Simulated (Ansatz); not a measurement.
Geometry optimisation, UKS LDA/def2-TZVP in Ansatz 0.2.0.

Input file:

```yaml
crystal:
  periodic: [false, false, false]
  atoms:
    - { symbol: Si, position_ang: [-0.0382, -1.4529, -0.1868] }
    - { symbol: Ge, position_ang: [0.2724, 0.8722, -0.1066] }
    - { symbol: H, position_ang: [0.1347, -1.9954, 1.1106] }
    - { symbol: H, position_ang: [-1.4063, -1.6546, -0.5939] }
    - { symbol: H, position_ang: [0.0089, 1.4904, -1.5172] }
    - { symbol: H, position_ang: [-0.6818, 1.5224, 0.9354] }
    - { symbol: H, position_ang: [1.7714, 1.15, 0.3128] }
magnetization:
  spin_polarized: true
  initial_magnetization: 1
basis:
  gaussian: { orbitals: def2-TZVP }
hamiltonian:
  xc: lda
relax:
  f_tol: 0.015
  max_steps: 40
output:
  orbitals: {}
```

Launched with:

```bash
$ ansatz run input.yaml --threads 2 --pin off --max-ram 3072MiB --backend cpu --events-out ev --progress --plain --runs-dir out
```

Task: Where does it end, and by what steps?

Result: The run converged. The force dipped under the threshold on the way, but the program's further checks kept it going. After 5 steps the energy has fallen by 0.156 eV; H4 moved furthest, 0.14 Å.

```tsv
step	energy less start (eV)	largest force component (eV/Å)	accepted
0	0.0000	1.471	yes
1	-0.1257	0.351	yes
2	-0.1532	0.073	yes
3	-0.1545	0.028	yes
4	-0.1554	0.012	yes
5	-0.1556	0.007	yes
```

```xyz
7
Properties=species:S:1:pos:R:3
Si -0.091 -1.408 -0.166
Ge 0.285 0.901 -0.097
H 0.185 -2.097 1.137
H -1.462 -1.775 -0.649
H 0.037 1.510 -1.489
H -0.637 1.621 0.912
H 1.743 1.181 0.306
```

Whether the end is a true minimum wasn't checked by a vibrational analysis.

Run time: 14 s on 2 threads of Arm Neoverse N1 (shared host), peak memory 0.2 GiB.
